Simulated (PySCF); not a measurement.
**Computed structure and properties of OsO3(OH)2**

System: OsO3(OH)2 (singlet); start: template (Cs). Method: PySCF 2.14.0, RKS r2SCAN, Os def2-SVP with ECP60, O def2-SVP, H def2-SVP; non-relativistic Hamiltonian with scalar-relativistic core potentials where named; density fitting; no spin-orbit coupling.

Input of the relaxation:

```python
mol = gto.M(atom='''
Os     0.02552     0.02552     0.00147
O      0.02552     0.02552     1.46667
O      1.45242     0.02552    -0.33143
O      0.02552     1.45242    -0.33143
O     -1.67128     0.02552    -0.39443
H     -2.62728     0.02552    -0.25803
O      0.02552    -1.67128    -0.39443
H      0.02552    -2.62728    -0.25803''',
    basis={'Os': 'def2-SVP', 'O': 'def2-SVP', 'H': 'def2-SVP'},
    ecp={'Os': 'def2-SVP'},
    charge=0, spin=0)
mf = dft.RKS(mol, xc='R2SCAN')
mf.grids.atom_grid = (50, 194)
mf = mf.density_fit()  # fitting sets: Os def2-universal-JKFIT, O def2-universal-JKFIT, H def2-universal-JKFIT
mf.conv_tol = 1e-08; mf.max_cycle = 55
mf.kernel(dm0)  # dm0: converged density of the start geometry
# quasi-Newton relaxation in Cartesian coordinates to a largest gradient under 0.00045 Eh/bohr, steps kept in the point group
```

Run from Python with OMP_NUM_THREADS=2; the lines above give its settings. Where DIIS fails, smearing, a level shift and second-order steps follow.
It took 2.3 min on 2 threads of Arm Neoverse V1, with other jobs on the host, from the converged density of the start.

Course of the relaxation:

```csv
step,energy above end (eV),largest force component within the symmetry (eV/Å)
0,11.5739,29.604
1,2.3865,6.066
2,1.3430,0.909
3,1.2815,0.399
4,1.2180,0.658
5,1.1031,1.832
6,1.0286,2.702
7,0.8239,2.475
14,0.0072,0.133
15,0.0026,0.044
16,0.0009,0.068
17,0.0003,0.061
18,0.0000,0.028
19,0.0000,0.008
```
(The steps between are left out.)

Relaxed geometry (Cs):

```xyz
8

Os   -0.0373   -0.0373    0.1017
O     0.0327    0.0327    1.7999
O     1.5738   -0.3084   -0.4359
O    -0.3084    1.5738   -0.4359
O    -1.9222   -0.2969   -0.3270
H    -2.3361    0.5759   -0.4378
O    -0.2969   -1.9222   -0.3270
H     0.5759   -2.3361   -0.4378
```

| contact | Å |
| --- | --- |
| Os1–O2 (O) | 1.701 |
| Os1–O3 (O) | 1.720 |
| Os1–O4 (O) | 1.720 |
| Os1–O5 (OH) | 1.950 |
| Os1–O7 (OH) | 1.950 |

On the finer grid (75, 302):

| Item | Value |
| --- | --- |
| HOMO | -8.18 eV |
| LUMO | -5.62 eV |
| Dipole about the centre of mass | 0.58 D |
| Set of Mulliken populations of Os1 outside the core potential | s 2.49, p 6.41, d 5.60, f 0.22 |
| D3(BJ) dispersion energy (not in the energies) | -0.048 eV |

| atom | Mulliken (e) | Löwdin (e) | spin (e) |
| --- | --- | --- | --- |
| Os1 | 1.29 | 0.36 | 0.00 |
| O2 | -0.31 | -0.08 | 0.00 |
| O3 | -0.34 | -0.11 | 0.00 |
| O4 | -0.34 | -0.11 | 0.00 |
| O5 | -0.38 | -0.13 | 0.00 |
| H6 | 0.23 | 0.10 | 0.00 |
| O7 | -0.38 | -0.13 | 0.00 |
| H8 | 0.23 | 0.10 | 0.00 |

No frequency check is given for this geometry.

Rigid scan of O along the line from its metal:

```csv
distance to O2 (Å),energy (eV)
1.40,4.322
1.50,1.565
1.60,0.321
1.70,0.000
1.80,0.223
1.90,0.751
2.00,1.432
2.15,2.546
```

Taking off one OH (charge -1, singlet; the rest: singlet) in vacuum, both parts rigid, costs 13.32 eV; the small basis without counterpoise inflates it. Most of it is the attraction of opposite charges; other ways to part are cheaper, and one spin state was tried for the rest.

Rigid scan of OH along the line from its metal:

```csv
distance to O5 (Å),energy (eV)
1.65,1.700
1.75,0.627
1.85,0.131
1.95,0.000
2.05,0.095
2.15,0.324
2.35,0.961
2.65,1.957
3.05,2.985
3.55,3.764
```

One start shape was tried, so this needn't be the lowest isomer.
